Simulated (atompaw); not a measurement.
# tungsten: one change to a PAW (atompaw) potential, before and after

| Quantity | Value |
| --- | --- |
| Element | W (Z = 74) |
| Generator | atompaw 4.2.0.5 |
| Type | PAW |
| Functional | LDA (PW92) |
| Relativity | non-relativistic |
| Frozen core | [Xe] |
| Valence charge | 20 |
| Reference configuration | 4f14 5d4 6s1 6p1 |
| Partial waves | 6s (bound): rc 3.00 bohr; 6s channel at 2.7 Ry: rc 2.15 bohr; 6p (bound): rc 3.00 bohr; 6p channel at 3 Ry: rc 3.00 bohr; 5d (bound): rc 2.25 bohr; 5d channel at 2.55 Ry: rc 3.00 bohr; 4f (bound): rc 1.05 bohr; 4f channel at -0.7 Ry: rc 1.05 bohr |
| Local potential | bessel scheme, radius 2.65 bohr |
| Core correction | smooth core density matched at 2.45 bohr |
| Augmentation charge | sinc compensation charge, radius 2.90 bohr; PAW radius 3.00 bohr; waves and projectors: custom polynom gramschmidtortho |

All-electron outer shells of the reference configuration (LDA (PW92), non-relativistic, ld1.x):

| shell | level (eV) | outermost node (bohr) | outermost maximum (bohr) |
| --- | --- | --- | --- |
| 5s | -66.48 | 0.58 | 1.05 |
| 4f | -43.48 | – | 0.42 |
| 5p | -42.22 | 0.59 | 1.13 |
| 5d | -7.17 | 0.63 | 1.47 |
| 6s | -5.74 | 1.40 | 2.88 |
| 6p | -2.23 | 1.59 | 3.75 |

Change: local potential troulliermartins scheme with l = 4 at 0 Ry, radius 2.65 bohr.

Cutoffs: the cutoffs (Ry, on a coarse ladder) from which the occupation-weighted sum of valence levels, in a spherical-Bessel basis at the reference potential, stays within 10 and 1 mRy of its value at 400 Ry; they do not see the model core or the augmentation charge, which bear on the density cutoff.

**Question.** What does the change do?

**Answer.** The bound ghosts move from s to p, s; the range in which the f phases agree widens (upper end 1.1 → 4.1). A state that the projectors do not describe sees the local part alone, so a deeper or shallower local part can create or remove a ghost.

| quantity | base | changed |
| --- | --- | --- |
| cutoff, loose | 260 Ry | 230 Ry |
| cutoff, tight | over 300 Ry | over 300 Ry |
| bound ghosts | s | p, s |
| s: phases at 3.01 bohr within 0.05 rad from the reference energy up to (Ry; the scan ends near 5) | 4.2 | 4.1 |
| p: phases at 3.01 bohr within 0.05 rad from the reference energy up to (Ry; the scan ends near 5) | n/a | to the end of the scan |
| d: phases at 3.01 bohr within 0.05 rad from the reference energy up to (Ry; the scan ends near 5) | to the end of the scan | to the end of the scan |
| f: phases at 3.01 bohr within 0.05 rad from the reference energy up to (Ry; the scan ends near 5) | 1.1 | 4.1 |
| lowest overlap eigenvalue by channel | s 0.02, p 0.25, d 0.66, f 1.00 | s 0.19, p 0.19, d 0.66, f 0.99 |

 A true bound ghost makes a file unfit for plane-wave use even where its test errors are small: the radial tests pick states by their node count and pass the ghost by. The cutoffs see the waves, projectors and local potential, not the compensation charge or the core.
